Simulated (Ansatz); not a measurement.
Consider the redistribution: `O[SiH](P)S` + `C[SiH](F)S` → `C[SiH](F)P` + `O[SiH](S)S`.

Computed with Ansatz on PBE0-D4/def2-TZVP structures; ΔE is electronic, products minus reactants. CCSD(T)/CBS adds triple-zeta CCSD(T) − MP2 to the extrapolated MP2 energy (def2 sets, frozen cores). DFT in def2-TZVPP. Each species was taken in one conformer, which may not be the lowest.

`O[SiH](P)S`:

Z-matrix (Å, degrees):
```
Si
P 1 2.249
S 1 2.137 2 103.4
O 1 1.644 2 110.7 3 121.8
H 1 1.480 2 115.4 3 -120.5
H 2 1.421 1 92.6 3 167.7
H 2 1.420 1 93.1 3 73.6
H 3 1.344 1 94.4 2 -169.2
H 4 0.959 1 117.1 2 -64.5
```

`C[SiH](F)S`:

Cartesian coordinates in Å:
```
C 0.766 0.181 -0.853
Si -0.375 -0.634 0.355
F 0.525 -1.254 1.525
S -1.821 0.706 1.147
H 0.203 0.581 -1.699
H 1.310 1.003 -0.382
H 1.497 -0.539 -1.229
H -1.166 -1.742 -0.228
H -0.939 1.697 1.363
```

`C[SiH](F)P`:

```xyz
10

C    -0.446    1.236   -0.282
Si   -0.595   -0.538    0.244
F    -1.269   -0.568    1.702
P     1.344   -1.670    0.385
H    -0.015    1.299   -1.284
H    -1.429    1.715   -0.300
H     0.198    1.794    0.402
H    -1.488   -1.294   -0.673
H     1.610   -1.443   -0.994
H     2.090   -0.532    0.800
```

`O[SiH](S)S`:

```xyz
8

O    -0.069    1.221    1.369
Si   -0.457   -0.023    0.381
S     1.184   -1.388    0.452
S    -0.882    0.488   -1.645
H     0.727    1.720    1.178
H    -1.723   -0.560    0.915
H     0.809   -2.050   -0.655
H     0.412    0.592   -1.995
```

```
             level  ΔE (kJ/mol)
         revPBE-D4          6.4
RPA@PBE/def2-TZVPP          6.7
      MP2/def2-SVP          7.7
    CCSD/CBS(def2)          6.5
```

Task: What does CCSD(T)/CBS give? (An estimate is asked.)

Result: The calculation gave: +6.5 kJ/mol. The listed levels differ from it by -0.1, 0.2, 1.2, 0.0 kJ/mol.

Largest T1 diagnostic among the species: 0.013.

Leaving LDA and LC-ωPBE aside and taking each functional with its dispersion term where it has one, the values, not all of them listed here, spread over 0.7 kJ/mol, from revPBE-D4 to PBE-QIDH.
